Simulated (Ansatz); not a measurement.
`FC(F)(F)c1ccc(-c2ccc(-c3ccc(-c4ccc(-c5ccc(-c6ccc(C(F)(F)F)o6)o5)o4)o3)o2)o1` with charge -1. Charge -1, multiplicity 2. Geometry r2SCAN-D4/def2-SVP, that of the neutral singlet; atoms count from 1.

Cartesian coordinates in Å:
```
F -8.171 8.750 -1.582
C -7.593 7.759 -2.277
F -6.998 8.298 -3.356
F -8.562 6.949 -2.736
C -6.627 7.038 -1.409
C -6.251 7.204 -0.102
C -5.280 6.196 0.157
C -5.138 5.488 -1.022
C -4.328 4.373 -1.402
C -4.189 3.669 -2.582
C -3.223 2.661 -2.333
C -2.832 2.814 -1.015
C -1.902 2.117 -0.189
C -1.509 2.267 1.129
C -0.543 1.259 1.375
C -0.405 0.555 0.192
C 0.402 -0.557 -0.191
C 0.539 -1.262 -1.374
C 1.506 -2.269 -1.128
C 1.900 -2.119 0.190
C 2.830 -2.816 1.015
C 3.222 -2.662 2.333
C 4.189 -3.669 2.582
C 4.328 -4.374 1.402
C 5.138 -5.488 1.021
C 5.280 -6.195 -0.157
C 6.253 -7.202 0.102
C 6.630 -7.036 1.408
C 7.596 -7.756 2.277
F 8.179 -8.743 1.580
F 7.001 -8.299 3.353
F 8.562 -6.943 2.739
O 5.961 -6.000 1.977
O 3.502 -3.857 0.448
O 1.229 -1.077 0.760
O -1.231 1.075 -0.760
O -3.504 3.856 -0.447
O -5.960 6.002 -1.977
H -6.630 7.959 0.584
H -4.746 6.003 1.085
H -4.727 3.867 -3.507
H -2.848 1.909 -3.024
H -1.882 3.019 1.821
H -0.004 1.060 2.298
H 0.000 -1.063 -2.297
H 1.879 -3.021 -1.820
H 2.848 -1.909 3.024
H 4.728 -3.867 3.506
H 4.746 -6.004 -1.084
H 6.633 -7.958 -0.584
```

Single mean-field runs in def2-SVP are fitted with def2-universal-jkfit.

Question: Estimate the Mulliken populations of the heavy atoms from the PBE0/def2-SVP orbitals of Ansatz.

Answer: 
| atom | charge (e) | spin (α − β) |
| --- | --- | --- |
| F1 | -0.19 | 0.00 |
| C2 | 0.61 | 0.00 |
| F3 | -0.19 | 0.00 |
| F4 | -0.19 | 0.00 |
| C5 | -0.03 | 0.08 |
| C6 | -0.05 | -0.04 |
| C7 | -0.09 | 0.08 |
| C8 | 0.14 | 0.00 |
| C9 | 0.15 | 0.09 |
| C10 | -0.07 | -0.03 |
| C11 | -0.09 | 0.04 |
| C12 | 0.15 | 0.03 |
| C13 | 0.14 | 0.08 |
| C14 | -0.08 | -0.01 |
| C15 | -0.08 | 0.02 |
| C16 | 0.15 | 0.06 |
| C17 | 0.15 | 0.06 |
| C18 | -0.08 | 0.02 |
| C19 | -0.08 | -0.01 |
| C20 | 0.14 | 0.08 |
| C21 | 0.15 | 0.03 |
| C22 | -0.09 | 0.04 |
| C23 | -0.07 | -0.03 |
| C24 | 0.15 | 0.09 |
| C25 | 0.14 | 0.00 |
| C26 | -0.09 | 0.08 |
| C27 | -0.05 | -0.04 |
| C28 | -0.03 | 0.08 |
| C29 | 0.61 | 0.00 |
| F30 | -0.19 | 0.00 |
| F31 | -0.19 | 0.00 |
| F32 | -0.19 | 0.00 |
| O33 | -0.27 | 0.03 |
| O34 | -0.28 | 0.04 |
| O35 | -0.29 | 0.05 |
| O36 | -0.29 | 0.05 |
| O37 | -0.28 | 0.04 |
| O38 | -0.27 | 0.03 |
Mulliken values and Mayer orders depend strongly on the basis.

Question: Where does the spin sit?

Answer: Summed by element: F 0.01, C 0.77, O 0.23, H -0.01, of 1 unpaired in all. Largest on single atoms: C9 0.09, C24 0.09, C13 0.08.

Question: And the Mayer bond orders between bonded heavy atoms (over 0.3, the first 40 of 43)?

Answer: F1–C2 1.12 (1.34 Å); C2–F3 1.14 (1.34 Å); C2–F4 1.14 (1.34 Å); C2–C5 0.98 (1.49 Å); C5–C6 1.54 (1.37 Å); C5–O38 1.06 (1.36 Å); C6–C7 1.22 (1.42 Å); C7–C8 1.42 (1.38 Å); C8–C9 1.14 (1.43 Å); C8–O38 1.13 (1.36 Å); C9–C10 1.41 (1.38 Å); C9–O37 1.10 (1.36 Å); C10–C11 1.25 (1.42 Å); C11–C12 1.38 (1.38 Å); C12–C13 1.16 (1.43 Å); C12–O37 1.11 (1.36 Å); C13–C14 1.39 (1.38 Å); C13–O36 1.10 (1.36 Å); C14–C15 1.26 (1.42 Å); C15–C16 1.38 (1.38 Å); C16–C17 1.16 (1.43 Å); C16–O36 1.10 (1.36 Å); C17–C18 1.38 (1.38 Å); C17–O35 1.10 (1.36 Å); C18–C19 1.26 (1.42 Å); C19–C20 1.39 (1.38 Å); C20–C21 1.16 (1.43 Å); C20–O35 1.10 (1.36 Å); C21–C22 1.38 (1.38 Å); C21–O34 1.11 (1.36 Å); C22–C23 1.25 (1.42 Å); C23–C24 1.41 (1.38 Å); C24–C25 1.14 (1.43 Å); C24–O34 1.10 (1.36 Å); C25–C26 1.42 (1.38 Å); C25–O33 1.13 (1.36 Å); C26–C27 1.22 (1.42 Å); C27–C28 1.54 (1.37 Å); C28–C29 0.98 (1.49 Å); C28–O33 1.06 (1.36 Å).
